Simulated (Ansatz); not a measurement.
Start from `[Cl][Ga]([Cl])[SeH]` and change one atom or group to get `[NH2][Ga]([Cl])[Cl]`.

Ansatz, PBE0-D4/def2-TZVP geometries, multiplicity 1. Each molecule was computed in one conformer, which needn't be the lowest.

Scalar relativity is left out up to krypton. Spin–orbit coupling is left out; it splits and shifts lone-pair levels of the heavy atoms by tenths of an eV.

```csv
property,`[Cl][Ga]([Cl])[SeH]`
size of the dipole moment (PBE/def2-TZVPP) / D,1.61
HOMO–LUMO gap (PBE0/def2-TZVPP) / eV,6.26
size of the dipole moment (B3LYP/def2-TZVPP) / D,1.62
HOMO–LUMO gap (ωB97M-V/def2-TZVPP) / eV,10.30
HOMO energy (PBE/def2-TZVPP) / eV,-6.78
LUMO energy (ωB97M-V/def2-TZVPP) / eV,0.23
```

(1) Give the same properties after the change, and the shifts. (Estimate.)

## Answers

(1) Ansatz gave: 
| property | `[NH2][Ga]([Cl])[Cl]` | shift |
| --- | --- | --- |
| size of the dipole moment (PBE/def2-TZVPP) / D | 2.62 | 1.01 |
| HOMO–LUMO gap (PBE0/def2-TZVPP) / eV | 7.05 | 0.79 |
| size of the dipole moment (B3LYP/def2-TZVPP) / D | 2.60 | 0.98 |
| HOMO–LUMO gap (ωB97M-V/def2-TZVPP) / eV | 11.30 | 1.00 |
| HOMO energy (PBE/def2-TZVPP) / eV | -6.65 | 0.13 |
| LUMO energy (ωB97M-V/def2-TZVPP) / eV | 0.86 | 0.63 |

With PBE0 the HOMO falls by 0.13 eV and the LUMO rises by 0.67 eV, so the gap widens by about 0.80 eV. PBE moves the HOMO by 0.13 eV and ωB97M-V by -0.37 eV. The zero-point energy changes by 44.0 kJ/mol with +3 modes. Dipoles are sizes alone; their direction can turn.

B3LYP here is the variant with VWN-RPA as its local correlation; programs differ in this.
